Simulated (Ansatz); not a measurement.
`O=C[SiH2]F` + CH₄ → `C[SiH2]C=O` + H–F  (formal exchange of groups at the Si–F bond)

Calculated with Ansatz (gas phase, PBE0-D4/def2-TZVP geometries, no zero-point term in ΔE). CBS: MP2 limit from def2 TZ/QZ plus the TZ coupled-cluster correction, frozen cores. This one scheme is used for every species. DFT in def2-TZVPP. One conformer a species, not always the lowest.

`O=C[SiH2]F`:

```xyz
7

O    -0.782    1.746    0.632
C     0.166    1.101    0.256
Si   -0.117   -0.746   -0.172
F     1.261   -1.407   -0.645
H     1.168    1.582    0.166
H    -0.597   -1.445    1.041
H    -1.099   -0.831   -1.277
```

CH₄:

Cartesian coordinates in Å:
```
C 0.000 0.000 0.000
H -0.472 -0.975 0.115
H 0.255 0.398 0.982
H -0.689 0.680 -0.500
H 0.906 -0.103 -0.597
```

`C[SiH2]C=O`:

```xyz
10

C    -0.180    1.399   -0.309
Si    0.584   -0.127    0.429
C    -0.436   -1.675   -0.090
O    -1.416   -1.592   -0.789
H    -1.211    1.510    0.034
H    -0.195    1.327   -1.398
H     0.378    2.295   -0.028
H     0.603   -0.101    1.919
H     1.982   -0.355   -0.035
H    -0.109   -2.682    0.268
```

H–F:

```xyz
2

F     0.164   -0.375   -0.210
H    -0.164    0.375    0.210
```

```csv
level,ΔE (eV)
r2SCAN-D4,1.37
BHLYP-D4,1.44
PBE-QIDH,1.31
HF/CBS(def2),1.60
```

Task: What does CCSD(T)/CBS give? (Estimate.)

Result: The calculation gave: +1.33 eV. The listed levels differ from it by 0.04, 0.11, -0.02, 0.27 eV.

Largest T1 diagnostic among the species: 0.014.

The D4 term adds −0.07 eV with B3LYP and −0.04 eV with PBE0; it sums over pairs of atoms, weighted by their polarisabilities, and B3LYP, whose exchange is more repulsive, gets the larger term. In def2-TZVPP, CCSD(T) changes the Hartree–Fock value by −0.25 eV (the triples alone add −0.03 eV) and MP2 by −0.24 eV. Leaving LDA and LC-ωPBE aside and taking each functional with its dispersion term where it has one, the values, not all of them listed here, spread over 0.24 eV, from revPBE-D4 to BHLYP-D4. LDA lies −0.08 eV from PBE without D4.

B3LYP here is the variant with VWN-RPA as its local correlation; programs differ in this.
